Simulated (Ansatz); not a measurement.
`CSB(C)Br` and `CB(S)Br` differ in one atom or group.

Ansatz, PBE0-D4/def2-TZVP geometries, multiplicity 1. Each molecule was computed in one conformer, which needn't be the lowest.

Scalar relativity is left out up to krypton.

```json
{"property": "HOMO–LUMO gap (PBE0/def2-TZVPP) / eV", "`CSB(C)Br`": "6.73"}
{"property": "LUMO energy (B3LYP/def2-TZVPP) / eV", "`CSB(C)Br`": "-0.99"}
{"property": "HOMO energy (ωB97M-V/def2-TZVPP) / eV", "`CSB(C)Br`": "-9.71"}
{"property": "HOMO energy (B3LYP/def2-TZVPP) / eV", "`CSB(C)Br`": "-7.33"}
{"property": "size of the dipole moment (ωB97M-V/def2-TZVPP) / D", "`CSB(C)Br`": "0.91"}
{"property": "HOMO–LUMO gap (PBE/def2-TZVPP) / eV", "`CSB(C)Br`": "4.69"}
```

Problem. Give the same properties after the change, and the shifts. (Best estimate.)

Solution. Computed: 
```json
{"property": "HOMO–LUMO gap (PBE0/def2-TZVPP) / eV", "`CB(S)Br`": "6.97", "shift": "0.24"}
{"property": "LUMO energy (B3LYP/def2-TZVPP) / eV", "`CB(S)Br`": "-1.18", "shift": "-0.19"}
{"property": "HOMO energy (ωB97M-V/def2-TZVPP) / eV", "`CB(S)Br`": "-10.13", "shift": "-0.42"}
{"property": "HOMO energy (B3LYP/def2-TZVPP) / eV", "`CB(S)Br`": "-7.73", "shift": "-0.40"}
{"property": "size of the dipole moment (ωB97M-V/def2-TZVPP) / D", "`CB(S)Br`": "2.21", "shift": "1.30"}
{"property": "HOMO–LUMO gap (PBE/def2-TZVPP) / eV", "`CB(S)Br`": "4.88", "shift": "0.19"}
```

With PBE0 the HOMO falls by 0.43 eV and the LUMO falls by 0.18 eV, so the gap widens by about 0.25 eV. PBE moves the HOMO by -0.40 eV and ωB97M-V by -0.42 eV. Dipoles are sizes alone; their direction can turn.

B3LYP here is the variant with VWN-RPA as its local correlation; programs differ in this.

Spin–orbit coupling is left out; it splits and shifts lone-pair levels of the heavy atoms by tenths of an eV.
